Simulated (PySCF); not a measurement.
## Deuteron quadrupole couplings in `C=C(C)[SiH2]CN(C)[SiH3]`

Compound: C5H15NSi2.
Numbering: `[CH2:1]=[C:2]([CH3:3])[SiH2:4][CH2:5][N:6]([CH3:7])[SiH3:8]` (hydrogens: H9, H10 on C1; H11, H12, H13 on C3; H14, H15 on Si4; H16, H17 on C5; H18, H19, H20 on C7; H21, H22, H23 on Si8)

Structure used (GFN2-xTB), in Å, numbered top down from 1:
```xyz
23
C5H15NSi2 angstrom
C      2.003    1.610   -0.704
C      1.833    0.544    0.069
C      2.669   -0.687   -0.120
Si     0.550    0.506    1.459
C     -0.839   -0.782    1.138
N     -1.665   -0.579   -0.033
C     -0.995   -0.903   -1.264
Si    -2.995    0.505   -0.004
H      1.413    2.502   -0.578
H      2.733    1.635   -1.500
H      3.240   -0.891    0.786
H      2.035   -1.552   -0.308
H      3.361   -0.573   -0.952
H     -0.047    1.836    1.607
H      1.212    0.084    2.702
H     -1.497   -0.779    2.009
H     -0.406   -1.789    1.079
H     -0.150   -0.235   -1.467
H     -1.697   -0.829   -2.091
H     -0.615   -1.929   -1.220
H     -3.819    0.130   -1.154
H     -3.664    0.263    1.275
H     -2.666    1.939   -0.103
```

Level: PBE0/pcSseg-1 (PySCF, non-relativistic); Q(2H) = 0.00286 b; rigid geometry, the same for H and D, with no vibrational averaging.

Question: Rank these positions by the coupling χzz of a deuteron there, largest first.
A. H20 (methyl hydrogen)
B. H21 (Si–H hydrogen)
C. H18 (methyl hydrogen)
D. H9 (vinylic hydrogen)
E. H23 (Si–H hydrogen)
F. H11 (methyl hydrogen)

Answer: D (225 kHz), F (209 kHz), A (200 kHz), C (193 kHz), B (109 kHz), E (103 kHz).

Q: Tabulate Vzz, the asymmetry η and χzz = 234.96 MHz × Q × Vzz for every hydrogen position.

A: 
```tsv
atom	bonded to	bond length (Å)	Vzz (au)	η	χzz (kHz)
H9	C1	1.077	0.3354	0.05	225
H10	C1	1.081	0.3303	0.05	222
H11	C3	1.089	0.3114	0.03	209
H12	C3	1.089	0.3124	0.03	210
H13	C3	1.089	0.3125	0.03	210
H14	Si4	1.465	0.1616	0.01	109
H15	Si4	1.471	0.1582	0.02	106
H16	C5	1.092	0.3054	0.08	205
H17	C5	1.098	0.2967	0.08	199
H18	C7	1.096	0.2874	0.05	193
H19	C7	1.087	0.3106	0.07	209
H20	C7	1.095	0.2979	0.06	200
H21	Si8	1.463	0.1617	0.05	109
H22	Si8	1.463	0.1622	0.05	109
H23	Si8	1.475	0.1527	0.02	103
```

Q: Average by the element that carries the hydrogen.

A: on C: 208 kHz over 10 positions, mean bond length 1.089 Å; on Si: 107 kHz over 5 positions, mean bond length 1.467 Å.

Q: How does χzz go with the bond length over the 10 C–H bonds?

A: A straight-line fit has a slope of -14.7 kHz for each 0.01 Å, with a correlation coefficient of -0.97, over lengths from 1.077 to 1.098 Å. The longer bonds have the smaller couplings here.

Q: A static deuteron (I = 1) shows a doublet split by (3/2)χ, (3/4)χ(1 + η) and (3/4)χ(1 − η) with the field along z, y and x of the gradient. What are these for H23?

A: With |χ| = 102.6 kHz and η = 0.023: 154, 79 and 75 kHz, to first order and without motion.

Geometry: GFN2-xTB, one conformer, isolated molecule. GFN2-xTB bond lengths can be off by several hundredths of an ångström, more for odd bonds, and the gradients follow them. With so small a basis the couplings can be 20 % off.

The run behind these numbers computed NMR shieldings as well. Hardware: Intel Xeon at 2.50 GHz, one thread, shared host. Cost: 2.7 min wall, 2.2 min CPU, 0.96 GiB resident at most.
